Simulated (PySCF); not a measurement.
## ZrH₃⁺: umbrella curve

These are results of PBE0 in PySCF with Zr def2-TZVP with ECP28, H def2-TZVP; scalar-relativistic core potentials, no spin–orbit coupling; density-fitted integrals, not measurements.

Rigid scan from the singlet minimum (Zr–H 1.788 Å (×3); H–Zr–H 105.8° (×3)). Coordinate: angle between each bond and the threefold axis, bonds fixed. Energies in kJ/mol from the minimum.

Predict the curve at 55, 60, 65, 70, 75, 80, 85, 90.


| angle of the bonds to the threefold axis (°) | E (kJ/mol) | dipole size (D, about the centre of mass) |
| --- | --- | --- |
| 55 | 9.3 | 4.27 |
| 60 | 3.8 | 3.89 |
| 65 | 0.4 | 3.44 |
| 70 | 0.8 | 2.93 |
| 75 | 5.6 | 2.35 |
| 80 | 13.4 | 1.68 |
| 85 | 20.9 | 0.89 |
| 90 | 24.1 | 0.00 |

With the bonds held, the planar shape lies 24.1 kJ/mol from the minimum.

Other isomers or separated fragments may lie lower.

The scan took 3.5 s on 2 threads of a shared Arm Neoverse V1 host; the process peaked at 0.73 GiB.
